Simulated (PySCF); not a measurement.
**Radial density of B²⁺ (boron, charge +2)**

TPSS, [He] 2s1, 2S determinant. Computed with PySCF 2.14 in jorge-DZP-DKH, with the spin-free X2C one-electron Hamiltonian (Gaussian nucleus).

```tsv
r (bohr)	4πr²ρ (e/bohr)	4πr²(ρα − ρβ)
0.00464	0.01859	0.0007
0.00781	0.05151	0.0019
0.0131	0.1385	0.0050
0.0221	0.3548	0.0127
0.0372	0.8625	0.0305
0.0625	1.893	0.0649
0.105	3.523	0.1133
0.177	4.959	0.1354
0.298	4.426	0.0650
0.500	1.912	0.0028
0.842	0.5909	0.3326
1.42	0.6864	0.6809
2.38	0.2445	0.2445
4.01	0.008363	0.0084
6.74	2.932e-05	0.0000
```

Densities and radii are taken from the X2C orbitals without a picture-change correction, which distorts them close to the nucleus.
